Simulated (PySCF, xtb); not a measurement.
CH2I, SMILES [CH2]I (connectivity only; charge and spin as stated), charge +1, multiplicity 1.

Geometry optimised at PBE-D3(BJ)/def2-TZVP. The multiplicity is an assumed one; other spin states were not compared. The isomer is the one that the SMILES or the coordinates give; other isomers of the formula were not compared. The def2 effective core potentials stand for the cores of I; spin–orbit coupling is left out.

Computed with C-PCM-M06-2X/def2-SVP in PySCF.

The values are the electrostatic part of the solvation free energy, E(continuum) − E(gas) at the gas-phase geometry, in a cavity of scaled van der Waals radii (PySCF's table); cavitation and dispersion terms are not included. In vacuum the orbital gap is 5.88 eV.

```json
[
 {"solvent": "water", "ε": "78.36", "ΔG(elec) (kcal/mol)": "-64.3", "gap (eV)": "6.02"},
 {"solvent": "n-hexane", "ε": "1.88", "ΔG(elec) (kcal/mol)": "-30.4", "gap (eV)": "5.94"},
 {"solvent": "acetonitrile", "ε": "35.69", "ΔG(elec) (kcal/mol)": "-63.3", "gap (eV)": "6.02"}
]
```

For comparison, GFN2-xTB/ALPB(water) (xtb, at the GFN2-xTB geometry, all terms of that model) gives -58.9 kcal/mol.
